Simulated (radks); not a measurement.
Charge is removed step by step from the 1s1/2 level of neutral helium, starting from [He]. All-electron calculation, Dirac Kohn-Sham, BLYP, spin-unpolarised, spherical densities, finite nucleus; Gaussian nuclear charge, rms radius 1.6755 fm. Program: a radial shooting solver on a logarithmic mesh with Libxc functionals.

| removed (e) | E - E(0) (eV) | eigenvalue (eV) | E minus straight line (eV) |
|---|---|---|---|
| 0 | 0.000 | -15.916 | 0.000 |
| 0.1 | 1.694 | -17.981 | -1.021 |
| 0.2 | 3.599 | -20.117 | -1.833 |
| 0.3 | 5.720 | -22.319 | -2.427 |
| 0.4 | 8.065 | -24.586 | -2.798 |
| 0.5 | 10.639 | -26.915 | -2.939 |
| 0.6 | 13.450 | -29.302 | -2.845 |
| 0.7 | 16.501 | -31.745 | -2.509 |
| 0.8 | 19.800 | -34.238 | -1.925 |
| 0.9 | 23.351 | -36.778 | -1.091 |
| 1 | 27.157 | -39.358 | 0.000 |

Removing the whole electron costs 27.157 eV by Delta-SCF, against 15.916 eV from minus the eigenvalue at the starting occupation. Slater's transition state (half an electron removed) gives 26.915 eV. Integrating minus the eigenvalue over the occupation (Janak's theorem) gives 27.157 eV. The mean slope of the eigenvalue, de/dn, is 23.4 eV per electron. Ionisation energy of He in the NIST Atomic Spectra Database: 24.587 eV (measured).

Beside tabulated values, note that spin-unpolarised runs miss the spin-polarisation part of the exchange energy of open shells.
